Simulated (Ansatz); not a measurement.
A run for Ansatz (a quantum-chemistry and plane-wave program): R-B97M-V/def2-TZVPPD on H2 (SMILES [H][H]). Files ending in .json are basis or fitting sets from the Basis Set Exchange.

Ansatz 0.2 input:
```yaml
crystal:
  periodic: [false, false, false]
  atoms:
    - {symbol: H, position_ang: [-0.35292607, 0.02695530, 2.80097892]}
    - {symbol: H, position_ang: [0.36558137, -0.16997253, 2.80402480]}
basis:
  gaussian:
    orbitals: def2-TZVPPD.json
hamiltonian:
  xc: {name: B97M-V}
scf: {lower_state_search: off}
```

The log:

```
WARN ansatz: RAYON_NUM_THREADS=2 ignored (pool sized by the plan → 2); use --threads N
Functional definition: B97M-V
these checks for a lower state are left out or cut short: stability, starts, cluster_reference, orbital_swaps, neighbouring_geometries, increment
integrals: 0.00 GiB planned
118 factors; their error is unknown
mean field: 0.06 GiB planned
mean field evaluation 1: about -31.7691 eV, gradient 5.2e0 eV
mean field evaluation 2: about -31.9022 eV, gradient 1.3e0 eV
mean field evaluation 4: about -31.9066 eV, gradient 1.6e-1 eV
mean field evaluation 8: about -31.9066 eV, gradient 1.1e-5 eV
mean field -31.90661645 eV, -1.1725465276 hartree, gradient 3.1e-7 eV, S^2 0.000000; 0 other end points of the search recorded, 0 dependent functions left out
reference -31.90664509 eV, -1.1725475798 hartree; 1, 1 occupied and 33, 33 virtual orbitals, 118 factors
Total energy: -31.90664509 eV, -1.1725475798 hartree
Checks for a lower state left out: stability, starts, cluster_reference, orbital_swaps, neighbouring_geometries, increment
```

The calculation finished and met its thresholds.

Cost: roughly 0.14 core-seconds.
